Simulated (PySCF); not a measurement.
## Polarisability and C₆ of Sc⁺ (scandium, charge +1)

[Ar] 3d1 4s1, high-spin 3D determinant. Computed with PySCF 2.14 in aug-cc-pVDZ-DK (7s6p4d2f, 59 functions), with scalar relativity by spin-free X2C-1e. Coupled (time-dependent) response in atomic units; α is the mean over directions. A double-zeta set is small for polarisabilities.

| method | mean α (bohr³) | α xx, yy, zz | C₆ (like pair) | S(−4) |
| --- | --- | --- | --- | --- |
| wB97X | 66.06 | 66.09, 66.09, 66.02 | 456.5 | 3987 |
| TPSS | 65.67 | 63.89, 63.89, 69.25 | 456.5 | 3871 |

S(−4) is the Cauchy moment in α(ω) = α(0) + S(−4) ω² + …

α(iu) at TPSS:

```csv
u (hartree),α(iu) (bohr³)
0,65.67
0.0500,57.32
0.100,41.94
0.200,21.49
0.300,12.92
0.500,6.786
0.750,4.226
1.00,3.038
1.50,1.843
2.00,1.234
3.00,0.6501
5.00,0.2642
```

A single London oscillator, α(iu) = α/(1 + u²/ω²), gives C₆ = (3/4) ω α². Matching the computed C₆ needs ω = 4 × 456.5 / (3 × 65.67²) = 0.141 hartree.

For an ion, C₆ is the dispersion term alone; charge-induced terms of lower order in 1/R come first.

The components differ because the open shell of this determinant is not spherical; for a pure term their mean is the scalar polarisability.
